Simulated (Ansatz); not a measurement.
Reaction (redistribution): `B[SiH2][GeH3]` + `N[SiH2][SiH3]` → `B[SiH2][SiH2][SiH3]` + `[NH2][GeH3]`

Calculated with Ansatz (gas phase, PBE0-D4/def2-TZVP geometries, no zero-point term in ΔE). CCSD(T)/CBS adds triple-zeta CCSD(T) − MP2 to the extrapolated MP2 energy (def2 sets, frozen cores). This one scheme is used for every species. Functionals use def2-TZVPP. For Ge outer-core shells are correlated without core-valence functions, which leaves a few kJ/mol of doubt a bond. Scalar relativity is left out up to krypton. One conformer a species, not always the lowest.

```json
{"level": "LDA (SPW92)", "ΔE (kcal/mol)": "12.4"}
{"level": "BLYP-D4", "ΔE (kcal/mol)": "12.2"}
{"level": "r2SCAN0", "ΔE (kcal/mol)": "12.6"}
{"level": "HF/def2-TZVPP", "ΔE (kcal/mol)": "13.2"}
```

(1) What does CCSD(T)/CBS give? (Estimate.)

Largest T1 diagnostic among the species: 0.014.

## Answers

(1) Ansatz gave: +12.1 kcal/mol. The listed levels differ from it by 0.3, 0.1, 0.5, 1.1 kcal/mol.

In def2-TZVPP, CCSD(T) changes the Hartree–Fock value by −1.9 kcal/mol (the triples alone add −0.5 kcal/mol) and MP2 by −1.4 kcal/mol. At CCSD(T), def2-SVP lies −3.1 kcal/mol from the extrapolated value and def2-TZVPP −0.8 kcal/mol.
